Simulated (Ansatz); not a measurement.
Calculated with Ansatz (gas phase, PBE0-D4/def2-TZVP geometries, no zero-point term in ΔE). CBS: MP2 limit from def2 TZ/QZ plus the TZ coupled-cluster correction, frozen cores. DFT in def2-TZVPP. For Ge outer-core shells are correlated without core-valence functions, which leaves a few kJ/mol of doubt a bond. Scalar relativity is left out up to krypton. Each species was taken in one conformer, which may not be the lowest.

Reaction (ligand exchange at the Si–N bond): `O[SiH2][NH][GeH2][OH]` + `S[SiH](Cl)Cl` → `O[SiH2]S[SiH](Cl)Cl` + `[NH2][GeH2][OH]`

CCSD(T)/CBS gives +1.8 kcal/mol.

Q: Another level gave +2.8 kcal/mol. Which?
A. r2SCAN-D4/def2-TZVPP
B. PBE/def2-TZVPP
C. SCS-MP2/def2-TZVPP
D. HF/def2-TZVPP

A: C. SCS-MP2/def2-TZVPP 2.8, r2SCAN-D4 0.9, PBE -0.2, HF/def2-TZVPP 4.4 kcal/mol.

Largest T1 diagnostic among the species: 0.012.

The D4 term adds −0.8 kcal/mol with B3LYP and −0.5 kcal/mol with PBE0; it sums over pairs of atoms, weighted by their polarisabilities, and B3LYP, whose exchange is more repulsive, gets the larger term. In def2-TZVPP, CCSD(T) changes the Hartree–Fock value by −1.4 kcal/mol (the triples alone add −0.5 kcal/mol) and MP2 by −2.5 kcal/mol.

B3LYP here is the variant with VWN-RPA as its local correlation; programs differ in this.
